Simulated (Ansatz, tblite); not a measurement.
Removing an electron: Si(iPr)Cl3 (C₃H₇Cl₃Si). The state is a singlet with charge 0. Geometry: PBE-D4/def2-SVP. Ansatz, gas phase; energy differences of separate SCF runs; the oxidised species was run as a doublet alone.

```xyz
14

Si   -1.286    0.962   -0.268
C    -0.099   -0.456    0.095
C     0.694   -0.194    1.386
C     0.810   -0.730   -1.115
H    -0.772   -1.331    0.251
H     0.027   -0.032    2.256
H     1.341    0.701    1.282
H     1.352   -1.059    1.616
H     1.466   -1.603   -0.915
H     0.226   -0.945   -2.032
H     1.465    0.141   -1.325
Cl   -2.541    1.310    1.345
Cl   -2.460    0.533   -1.922
Cl   -0.224    2.702   -0.654
```

The xTB rows come from tblite. Correlated methods freeze 23 core orbitals. The rows differ in basis, and correlated rows in double-zeta sets carry the largest basis error. HOMO above LUMO, or a gap near zero within one spin, warns that the state may not be the lowest or that an electron is smeared out.

```json
{"level": "GFN1-xTB", "−HOMO (eV)": "11.67", "vertical IE (eV)": "14.17", "−LUMO (eV)": "4.42", "HOMO–LUMO gap (eV)": "7.25", "remarks": "–"}
{"level": "GFN2-xTB", "−HOMO (eV)": "11.45", "vertical IE (eV)": "13.80", "−LUMO (eV)": "5.48", "HOMO–LUMO gap (eV)": "5.97", "remarks": "–"}
{"level": "HF/def2-SVP", "−HOMO (eV)": "–", "vertical IE (eV)": "10.46", "−LUMO (eV)": "–", "HOMO–LUMO gap (eV)": "–", "remarks": "–"}
{"level": "PBE-D4/def2-TZVP", "−HOMO (eV)": "7.39", "vertical IE (eV)": "9.99", "−LUMO (eV)": "1.12", "HOMO–LUMO gap (eV)": "6.27", "remarks": "gap within one spin near zero (+1 doublet)"}
{"level": "PBE0-D4/def2-TZVP", "−HOMO (eV)": "8.66", "vertical IE (eV)": "10.43", "−LUMO (eV)": "0.12", "HOMO–LUMO gap (eV)": "8.55", "remarks": "–"}
{"level": "BHLYP-D4/def2-TZVP", "−HOMO (eV)": "9.88", "vertical IE (eV)": "10.72", "−LUMO (eV)": "-0.99", "HOMO–LUMO gap (eV)": "10.86", "remarks": "–"}
{"level": "MP2/def2-SVP", "−HOMO (eV)": "–", "vertical IE (eV)": "10.75", "−LUMO (eV)": "–", "HOMO–LUMO gap (eV)": "–", "remarks": "–"}
{"level": "CCSD/def2-SVP", "−HOMO (eV)": "–", "vertical IE (eV)": "10.69", "−LUMO (eV)": "–", "HOMO–LUMO gap (eV)": "–", "remarks": "–"}
{"level": "CCSD(T)/def2-SVP", "−HOMO (eV)": "–", "vertical IE (eV)": "10.59", "−LUMO (eV)": "–", "HOMO–LUMO gap (eV)": "–", "remarks": "–"}
```

Relaxing the oxidised species (PBE-D4/def2-SVP) changes its energy by -0.59 eV at PBE-D4/def2-TZVP, so the adiabatic ionisation energy to this nearest minimum is 9.39 eV. At PBE0-D4/def2-TZVP it is 9.64 eV.    Raw xTB energy differences between charge states are shifted by several eV; the methods need an empirical correction for them.
